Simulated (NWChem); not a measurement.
Total energies of ammonia borane (H₆BN)

```xyz
8

B      0.9250    -0.0703     0.0000
N     -0.7241     0.0551     0.0000
H      1.3318     1.0825     0.0000
H      1.1975    -0.6830    -1.0223
H      1.1975    -0.6830     1.0223
H     -1.0582     0.5584     0.8253
H     -1.1666    -0.8671     0.0000
H     -1.0582     0.5584    -0.8253
```
Charge 0, spin multiplicity 1.

Program: NWChem. All single points use one geometry, from B3LYP/def2-SVP, a minimum by its harmonic frequencies.

Basis set: cc-pVTZ (144 functions).

| method | total energy (Ha) | relative cost |
|---|---|---|
| RHF | -82.65188 | 1 |
| MP2 | -83.01992 | under 3 |
| B2PLYP | -83.16379 | under 3 |
| PBE | -83.11815 | under 3 |
| B3LYP | -83.25778 | under 3 |
| CAM-B3LYP | -83.19809 | 10 |

Total energies of different functionals aren't comparable as a measure of quality: only differences taken within one method are. Relative cost: rough, from shared machines, SCF included, RHF = 1.

The correlated methods keep 2 core orbitals frozen. B3LYP has NWChem's definition, with VWN1-RPA local correlation. GW and range-separated runs recompute their integrals, the others keep them in memory, which bears on the times.
